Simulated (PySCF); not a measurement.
## [Ce(H2O)4]3+ relaxed at several levels

Computed with PySCF 2.14.0, def2-SVP on the ligands, density fitting, scalar-relativistic core potentials, no spin-orbit coupling, vacuum. Each row is relaxed at its own level from the same template. Distances are means of the shortest metal–ligand contacts, charges and spins Mulliken's; removal energies are rigid, with the ligand's formal charge and no counterpoise, so too large; for an anion taken off a cation in vacuum most of it is the attraction of opposite charges, and multiply charged cations can part far more cheaply with an electron moved from ligand to metal. lcecp potentials hold a fixed number of 4f electrons in the core, out of states, spins and gaps.

| level | basis on the metal | point group | M–H2O (Å) | charge on M (e) | removal of one H2O (eV) | strongest infrared band, degenerate modes summed (cm⁻¹) | unstable modes (below −25 cm⁻¹) |
| --- | --- | --- | --- | --- | --- | --- | --- |
| PBE | lcecp-1-SVP with ECP47 | S4 | 2.415 | 1.70 | 3.16 | 3499 | 0 |
| TPSS | lcecp-1-SVP with ECP47 | S4 | 2.419 | 1.78 | 3.08 | – | not given |

Problem. What does the calculation give for PBE0, lcecp-1-SVP with ECP47?

Solution. point group: S4, M–H2O (Å): 2.411, charge on M (e): 1.87, removal of one H2O (eV): 3.11, unstable modes (below −25 cm⁻¹): not given.
```xyz
13

Ce    0.0001    0.0000    0.0000
O     1.4463    1.3940    1.3328
H     2.2413    1.1309    1.8466
H     1.3911    2.3632    1.4866
O    -1.4460   -1.3330    1.3940
H    -1.3913   -1.4864    2.3631
H    -2.2415   -1.8463    1.1308
O     1.4463   -1.3940   -1.3328
H     1.3911   -2.3632   -1.4866
H     2.2413   -1.1309   -1.8466
O    -1.4460    1.3330   -1.3940
H    -2.2415    1.8463   -1.1308
H    -1.3913    1.4864   -2.3631
```

Moved off a saddle point of the template and relaxed again: PBE, PBE0, TPSS. One start shape was tried for each, so a minimum needn't be the lowest isomer.
